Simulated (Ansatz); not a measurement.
Ag4H4. The state is a singlet with charge 0. Geometry r2SCAN-D4/def2-SVP, basis def2-TZVP, Ansatz.

```xyz
8

Ag    0.180   -1.736   -0.210
Ag    0.835    0.258    1.512
Ag   -1.675    0.121    0.492
Ag    0.437    0.872   -1.222
H     1.653   -1.203    0.743
H     0.898    1.881   -2.407
H    -0.753    1.172    1.684
H    -1.575   -1.364   -0.593
```

```json
{"run": "A", "HOMO (eV)": "-5.56", "LUMO (eV)": "-2.93"}
{"run": "B", "HOMO (eV)": "-5.69", "LUMO (eV)": "-2.72"}
{"run": "C", "HOMO (eV)": "-6.43", "LUMO (eV)": "-2.22"}
{"run": "D", "HOMO (eV)": "-5.68", "LUMO (eV)": "-2.90"}
```

In the def2 sets Ag takes a core potential; there is no spin–orbit coupling. No other spin state of charge 0 was run. Another isomer (singlet) lies 1.94 eV lower at PBE0-D4/def2-TZVP; other spin states weren't run for this one.

Task: The runs used B97M-V, PBE, PBE0, r2SCAN. Estimate which is which.

Result: A PBE (0 % exact exchange); B r2SCAN (0 % exact exchange); C PBE0 (25 % exact exchange); D B97M-V (0 % exact exchange). Exact exchange lowers occupied and raises empty levels; among semilocal functionals meta-GGAs tend to open the gap a little, and such runs are hard to tell apart. The gap grows from 2.63 eV (PBE) to 4.20 eV (PBE0).
